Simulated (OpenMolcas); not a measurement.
**Cr2+ in octahedral coordination: ligands and hosts compared**

```
Program             : OpenMolcas
Method              : SS-CASPT2, IPEA 0.25 Eh, imaginary shift 0.1 Eh
Active space        : 4 electrons in 5 orbitals (3d)
Spin-orbit coupling : RASSI with atomic mean-field integrals over the reference wave functions
```

Distances were set from a Shannon-type radius of the metal (high-spin where two are listed) plus a fixed donor radius (Cl 1.76, F 1.31, H2O 1.36, O 1.38 Å), in hosts weighted 0.65 to 0.35 with the host's distance in the model lattice. Anionic complexes are neutralised by point charges, and hosts are embedded clusters. Ligand basis ANO-RCC-VDZP. States (labels of the rotation group of each site). Energies in cm-1 above the lowest state or level, χT in cm3 K/mol.

```csv
Ligand or host,R (Å),Metal basis,Ground state,First state of that spin,First gap with spin-orbit (degeneracies),χT at 300 K,First state of another spin
NaCl,2.651,ANO-RCC-VTZP,5E,5T2 5670,"7 (1, 3)",2.936,3T1 13030
Cs2NaYCl6,2.581,ANO-RCC-VTZP,5E,5T2 6350,"6 (1, 3)",2.944,3T1 12400
CsCaF3,2.164,ANO-RCC-VTZP,5E,5T2 8020,"6 (1, 3)",2.954,3T1 11550
NaF,2.182,ANO-RCC-VTZP,5E,5T2 8590,"6 (1, 3)",2.958,3T1 10900
Cs2NaYF6,2.134,ANO-RCC-VTZP,5E,5T2 8890,"6 (1, 3)",2.959,3T1 10800
H2O,2.16,ANO-RCC-VTZP,5E,5T2 9300,"6 (1, 3)",2.961,3T1 10290
CaO,2.259,ANO-RCC-VTZP,5E,5T2 10590,"6 (1, 3)",2.967,3T1 7900
LiF,2.076,ANO-RCC-VTZP,5E,5T2 12030,"6 (1, 3)",2.971,3T1 7190
MgO,2.154,ANO-RCC-VTZP,5E,5T2 13670,"9 (1, 3)",2.972,3T1 4510
```

The first state of the same spin rises in the order NaCl < Cs2NaYCl6 < CsCaF3 < NaF < Cs2NaYF6 < H2O < CaO < LiF < MgO, by a factor of 2.41 from first to last.

Roots that are degenerate in the reference are averaged as groups; the widest CASPT2 spread within a group is 1100 cm-1 (the 3-fold group of multiplicity 3 near 27000 cm-1 above the lowest state of its run, CaO). Shifts and gaps below about the spread of the groups concerned are not significant. Over all roots computed the reference weight is 0.67 to 0.69 in NaCl, 0.66 to 0.68 in Cs2NaYCl6, 0.72 to 0.74 in NaF, 0.71 to 0.73 in Cs2NaYF6, 0.69 to 0.71 in CaO, 0.73 to 0.75 in LiF, 0.69 to 0.71 in MgO; a low but even weight reflects the number of correlated electrons. An orbital doublet at a regular site is open to a Jahn-Teller distortion, which this geometry leaves out. Ligand-to-metal charge-transfer states are missing. These CASPT2 states fit no ligand-field parameters well, so their order and spin gaps are uncertain. With no ligand orbital active B as a rule stays too high, so bands that hang on it stand too high and its fall with covalency is understated. With one d shell and no ligand orbital active, 10Dq can be off by tens of per cent for divalent 3d ions, low with halides held by bare charges and at times high in hosts. Free-ion shares, where given, are those of the reference states; single-state CASPT2 does not remix them (holds for NaCl; Cs2NaYCl6; CsCaF3; NaF; Cs2NaYF6; H2O; CaO; LiF). This shell can be high or low spin here, a state of another spin lies low, and with metal d orbitals alone active their balance is uncertain, so the ground spin may be wrong (holds for CaO; LiF; MgO). No measured value stands beside these numbers; the geometry is a model, was not optimised and need not be the one that this ion takes.
